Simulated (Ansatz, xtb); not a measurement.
**Two structures of F2H2Si3**

Structure I: a singlet given by its coordinates. Structure II: a singlet given by its coordinates. Both are isolated molecules in the gas phase, relaxed with PBE0-D3(BJ)/def2-SVP.

I (Å):

```xyz
7

F    -0.4661   -1.6849    0.5615
F     0.6635    0.1716   -0.6671
Si    0.0355   -0.1656    0.7817
Si   -0.0925    1.3330    2.4199
Si    0.8068   -0.5063    3.2897
H     0.8737   -1.9373    2.8472
H     1.6071   -0.3884    4.5488
```

Close contacts (Å): F1–Si3 1.62, F2–Si3 1.61, Si3–Si4 2.22, Si3–Si5 2.65, Si4–Si5 2.22, Si5–H6 1.50, Si5–H7 1.50.

II (Å):

```tsv
atom	x (Å)	y (Å)	z (Å)
F	-0.0076	3.0118	1.1803
F	0.4760	-2.3666	-1.2059
Si	0.1959	-0.9632	-0.4371
Si	1.3261	0.8561	-0.9938
Si	-0.0247	1.4781	0.6450
H	-0.8695	-1.3453	0.5430
H	-1.0713	0.8507	1.5124
```

Close contacts (Å): F1–Si5 1.62, F2–Si3 1.62, Si3–Si4 2.21, Si3–Si5 2.68, Si4–Si5 2.21, Si3–H6 1.50, Si5–H7 1.50.

Task: Estimate E(II) − E(I) at the level CCSD(T)/def2-SVP + ΔMP2/def2-TZVPP.

Result: Too close to call at this level: CCSD(T)/def2-SVP + ΔMP2/def2-TZVPP gives E(II) − E(I) = +4.04 kJ/mol.

Level by level:

```json
{"level": "PBE0-D3(BJ)/def2-SVP", "geometry": "PBE0-D3(BJ)/def2-SVP", "E(II) − E(I) (kJ/mol)": "+9.19", "departure from the last row (kJ/mol)": "+5.14", "job, with rough time for the two": "optimisation, 2.2 min"}
{"level": "HF/def2-SVP", "geometry": "PBE0-D3(BJ)/def2-SVP", "E(II) − E(I) (kJ/mol)": "+5.91", "departure from the last row (kJ/mol)": "+1.87", "job, with rough time for the two": "part of the CCSD(T) run"}
{"level": "MP2/def2-SVP", "geometry": "PBE0-D3(BJ)/def2-SVP", "E(II) − E(I) (kJ/mol)": "+9.09", "departure from the last row (kJ/mol)": "+5.04", "job, with rough time for the two": "part of the CCSD(T) run"}
{"level": "CCSD(T)/def2-SVP", "geometry": "PBE0-D3(BJ)/def2-SVP", "E(II) − E(I) (kJ/mol)": "+11.51", "departure from the last row (kJ/mol)": "+7.46", "job, with rough time for the two": "single point"}
{"level": "CCSD(T)/def2-SVP + ΔMP2/def2-TZVPP", "geometry": "PBE0-D3(BJ)/def2-SVP", "E(II) − E(I) (kJ/mol)": "+4.04", "departure from the last row (kJ/mol)": "", "job, with rough time for the two": "single point, 39 s"}
```

The largest departure from CCSD(T)/def2-SVP + ΔMP2/def2-TZVPP is that of CCSD(T)/def2-SVP, 7.46 kJ/mol. Levels run at GFN2-xTB geometries aren't shown. The last row adds to CCSD(T) the change of the MP2 difference between the two basis sets, here −7.46 kJ/mol.

With harmonic frequencies from PBE0-D3(BJ)/def2-SVP (ideal gas, rigid rotor, one conformer each, 298.15 K, 1 atm): on the last row, ΔE + ΔZPE = +5.46 kJ/mol. A mode under 50 cm⁻¹ makes harmonic enthalpies and free energies unreliable, so none is given.

The correlated steps freeze 17 core orbitals. Programs: Ansatz 0.2.0; the last row on 1 thread of Arm Neoverse V2 on a shared host.
